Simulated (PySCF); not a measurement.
Si(OH)3(SH) (H₄O₃SSi), SMILES O[Si](O)(O)S. Atoms are numbered in the order given.

```xyz
9

O     -1.2468     0.3034    -1.2294
Si    -0.2980    -0.2032     0.0244
O     -0.9367    -0.0111     1.5402
O     -0.1067    -1.8314    -0.1847
S      1.4792     0.9908    -0.0517
H     -1.8620    -0.3625    -1.5632
H     -0.9890     0.8938     1.8709
H      0.2335    -2.3278     0.5691
H      1.4445     1.1017    -1.3991
```

Geometry: B3LYP-D3(BJ)/def2-SVP. The values are those of a single conformer.

Two levels are set side by side: PBE/pcSseg-1 (PySCF) and KT2/pcSseg-1 (PySCF). GIAO shifts against H2O (¹⁷O), H2S (³³S), TMS (²⁹Si), TMS (¹H) at the same level; non-relativistic, no solvent, atoms listed together averaged. Differences are taken from unrounded values.

| quantity | PBE |
|---|---|
| δ(²⁹Si) of Si2 (ppm) | -30.7 |
| δ(³³S) of S5 (ppm) | 10.6 |
| δ(¹H) of H9 (ppm) | 1.27 |

Question: These are the PBE values. What does KT2 give? (Estimate from the structure and the level; the computed values follow.)

Answer: 
```
quantity                KT2  PBE minus KT2
--------------------  -----  -------------
δ(²⁹Si) of Si2 (ppm)  -27.4           -3.2
δ(³³S) of S5 (ppm)      9.9            0.7
δ(¹H) of H9 (ppm)      1.31          -0.04
```

Rough cost on one machine, each run with all the roots and properties that it gave: KT2 against PBE within a factor of 2.
